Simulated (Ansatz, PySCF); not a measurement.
C₃H₉FOSi, SMILES COC[Si@H](C)F. Atoms are numbered in the order given.

```xyz
15

C      2.6997    -0.7403    -0.5482
O      1.3249    -0.4406    -0.5597
C      0.8175    -0.0724     0.7105
Si    -1.0148     0.3424     0.4992
C     -1.8451    -0.9344    -0.5751
F     -1.1372     1.8094    -0.2188
H      3.3042     0.1299    -0.2237
H      2.9873    -1.0128    -1.5735
H      2.9262    -1.5895     0.1276
H      1.3699     0.7958     1.1310
H      0.9376    -0.8996     1.4467
H     -1.6418     0.4744     1.8419
H     -2.8774    -0.6494    -0.8321
H     -1.2658    -1.0590    -1.5034
H     -1.8741    -1.9090    -0.0597
```

Geometry optimised at TPSSh-D3(BJ)/def2-SVP. The structure was generated by enumeration; whether it is a known compound was not checked. The values are those of a single conformer.

Two levels are set side by side: PBE-D3(BJ)/def2-SVP (Ansatz, a first-principles code) and TPSSh-D3(BJ)/def2-SVP (PySCF). Each level has its own optimised geometry; the coordinates shown are those of the second. Frequencies come from the Hessian of PySCF at each geometry. Differences are taken from unrounded values.

```json
[
 {"quantity": "mean bond length (Å)", "TPSSh-D3(BJ)": "1.325", "PBE-D3(BJ)": "1.332", "PBE-D3(BJ) minus TPSSh-D3(BJ)": "0.007"},
 {"quantity": "bond C1–O2 (Å)", "TPSSh-D3(BJ)": "1.407", "PBE-D3(BJ)": "1.408", "PBE-D3(BJ) minus TPSSh-D3(BJ)": "0.000"},
 {"quantity": "bond O2–C3 (Å)", "TPSSh-D3(BJ)": "1.416", "PBE-D3(BJ)": "1.415", "PBE-D3(BJ) minus TPSSh-D3(BJ)": "-0.001"},
 {"quantity": "bond C3–Si4 (Å)", "TPSSh-D3(BJ)": "1.891", "PBE-D3(BJ)": "1.896", "PBE-D3(BJ) minus TPSSh-D3(BJ)": "0.006"},
 {"quantity": "bond Si4–C5 (Å)", "TPSSh-D3(BJ)": "1.864", "PBE-D3(BJ)": "1.868", "PBE-D3(BJ) minus TPSSh-D3(BJ)": "0.004"},
 {"quantity": "bond Si4–F6 (Å)", "TPSSh-D3(BJ)": "1.638", "PBE-D3(BJ)": "1.648", "PBE-D3(BJ) minus TPSSh-D3(BJ)": "0.010"},
 {"quantity": "bond C1–H7 (Å)", "TPSSh-D3(BJ)": "1.108", "PBE-D3(BJ)": "1.118", "PBE-D3(BJ) minus TPSSh-D3(BJ)": "0.010"},
 {"quantity": "bond C1–H8 (Å)", "TPSSh-D3(BJ)": "1.099", "PBE-D3(BJ)": "1.108", "PBE-D3(BJ) minus TPSSh-D3(BJ)": "0.009"},
 {"quantity": "bond C1–H9 (Å)", "TPSSh-D3(BJ)": "1.109", "PBE-D3(BJ)": "1.118", "PBE-D3(BJ) minus TPSSh-D3(BJ)": "0.010"},
 {"quantity": "bond C3–H10 (Å)", "TPSSh-D3(BJ)": "1.112", "PBE-D3(BJ)": "1.121", "PBE-D3(BJ) minus TPSSh-D3(BJ)": "0.009"},
 {"quantity": "bond C3–H11 (Å)", "TPSSh-D3(BJ)": "1.114", "PBE-D3(BJ)": "1.123", "PBE-D3(BJ) minus TPSSh-D3(BJ)": "0.010"},
 {"quantity": "bond Si4–H12 (Å)", "TPSSh-D3(BJ)": "1.488", "PBE-D3(BJ)": "1.505", "PBE-D3(BJ) minus TPSSh-D3(BJ)": "0.017"},
 {"quantity": "bond C5–H13 (Å)", "TPSSh-D3(BJ)": "1.101", "PBE-D3(BJ)": "1.108", "PBE-D3(BJ) minus TPSSh-D3(BJ)": "0.007"},
 {"quantity": "bond C5–H14 (Å)", "TPSSh-D3(BJ)": "1.101", "PBE-D3(BJ)": "1.108", "PBE-D3(BJ) minus TPSSh-D3(BJ)": "0.007"},
 {"quantity": "bond C5–H15 (Å)", "TPSSh-D3(BJ)": "1.103", "PBE-D3(BJ)": "1.110", "PBE-D3(BJ) minus TPSSh-D3(BJ)": "0.007"},
 {"quantity": "highest harmonic wavenumber (cm⁻¹)", "TPSSh-D3(BJ)": "3142", "PBE-D3(BJ)": "3094", "PBE-D3(BJ) minus TPSSh-D3(BJ)": "-48"},
 {"quantity": "mean harmonic wavenumber (cm⁻¹)", "TPSSh-D3(BJ)": "1330", "PBE-D3(BJ)": "1291", "PBE-D3(BJ) minus TPSSh-D3(BJ)": "-39"},
 {"quantity": "zero-point energy (kcal/mol)", "TPSSh-D3(BJ)": "74.13", "PBE-D3(BJ)": "71.95", "PBE-D3(BJ) minus TPSSh-D3(BJ)": "-2.18"}
]
```

GGA bonds tend to be longer and softer than those of functionals with exact exchange. Differences between two approximate levels are no errors against the true value.
